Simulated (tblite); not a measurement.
Input of a run (GFN2-xTB geometry optimisation, gas phase (tblite 0.8.0)), started from a force field or distance geometry:
```
{"job": {"kind": "relax", "xc": "GFN2-xTB", "basis": "xTB"}, "charge": 0, "multiplicity": 2}
C     -2.021600     0.597300     0.143100
C     -1.223800    -0.612100     0.489100
S     -1.876000    -2.018300     0.967700
C      0.220000    -0.421300     0.378900
C      1.412100    -0.257700     0.314700
C      2.823600    -0.034100     0.197700
O      3.718700    -0.527800     1.165200
O      3.364000     0.612500    -0.741900
H     -1.854700     0.758400    -0.922300
H     -1.493200     1.424100     0.671800
H     -3.063700     0.481600     0.469700
```

Output (eV, eV/Å):
```
step      E/eV     max force
  0    -637.15222    5.598
  1    -637.81759    2.907
  2    -637.75918    6.664
  3    -638.08695    1.644
  4    -638.23761    1.250
  5    -638.28643    1.689
  6    -638.31258    0.594
  7    -638.32084    0.441
  8    -638.33513    0.350
  9    -638.34564    0.383
 10    -638.34980    0.261
 11    -638.35194    0.084
 12    -638.35289    0.110
 13    -638.35387    0.103
 14    -638.35442    0.080
 15    -638.35480    0.046
 16    -638.35508    0.060
 17    -638.35536    0.051
 18    -638.35569    0.057
 19    -638.35613    0.065
 20    -638.35660    0.082
 21    -638.35704    0.068
 22    -638.35743    0.056
 23    -638.35787    0.060
 24    -638.35839    0.070
 25    -638.35884    0.058
 26    -638.35923    0.068
 27    -638.35977    0.084
 28    -638.36060    0.122
 29    -638.36170    0.181
 30    -638.36289    0.184
 31    -638.36393    0.136
 32    -638.36481    0.092
 33    -638.36583    0.085
 34    -638.36689    0.139
 35    -638.36844    0.188
 36    -638.36630    0.471
 37    -638.36949    0.094
 38    -638.37014    0.089
 39    -638.37309    0.444
 40    -638.37573    0.114
 41    -638.37670    0.088
 42    -638.37829    0.209
 43    -638.37890    0.119
 44    -638.37973    0.052
 45    -638.38012    0.066
 46    -638.38070    0.097
 47    -638.38112    0.123
 48    -638.38171    0.090
 49    -638.38226    0.070
 50    -638.38267    0.066
 51    -638.38230    0.248
 52    -638.38306    0.061
 53    -638.38325    0.054
 54    -638.38354    0.100
 55    -638.38374    0.043
 56    -638.38380    0.045
 57    -638.38407    0.045
 58    -638.38434    0.071
 59    -638.38519    0.093
 60    -638.38595    0.092
 61    -638.38650    0.054
 62    -638.38673    0.054
 63    -638.38698    0.049
 64    -638.38719    0.045
 65    -638.38737    0.055
 66    -638.38759    0.043
 67    -638.38790    0.046
 68    -638.38823    0.052
 69    -638.38849    0.058
 70    -638.38866    0.085
 71    -638.38888    0.087
 72    -638.38914    0.088
 73    -638.38941    0.055
 74    -638.38961    0.061
 75    -638.38964    0.066
 76    -638.38971    0.018
 77    -638.38973    0.012
 78    -638.38974    0.005
```

Task: Summarise the run.

Result: The energy falls by 119.4 kJ/mol over 78 L-BFGS steps, the largest force on an atom goes from 5.60 to 0.005 eV/Å, and the atoms move by 0.374 Å rms after alignment. The bond that changes most is C6–O7 (ends: carbon bonded to C and 2 O; oxygen bonded to C), which shortens by 0.186 Å. Bonds longer at the end by more than 0.005 Å: 3 of 10; shorter: 5. Among the angles that change most is O7–C6–O8, from 114.8° to 140.8°. The energy rose by more than 1e-5 eV at steps 2, 36 and 51. The first step brought 54 % of the lowering.

Task: What are the final bond lengths?

Result: C1–C2 1.485 Å, C2=S3 1.634 Å, C2–C4 1.399 Å, C4≡C5 1.210 Å, C5–C6 1.531 Å, C6–O7 1.221 Å, C6=O8 1.205 Å, C1–H9 1.091 Å, C1–H10 1.090 Å, C1–H11 1.087 Å. Numbering counts from 1 in the input's order; the species is `CC(=S)C#CC([O])=O` [radical].

Time: 0.46 s of wall time. Hardware: an Arm Neoverse V1 with one thread, shared host.

Its GFN2-xTB frequencies are all real (lowest 33 cm⁻¹).

These are computed values.
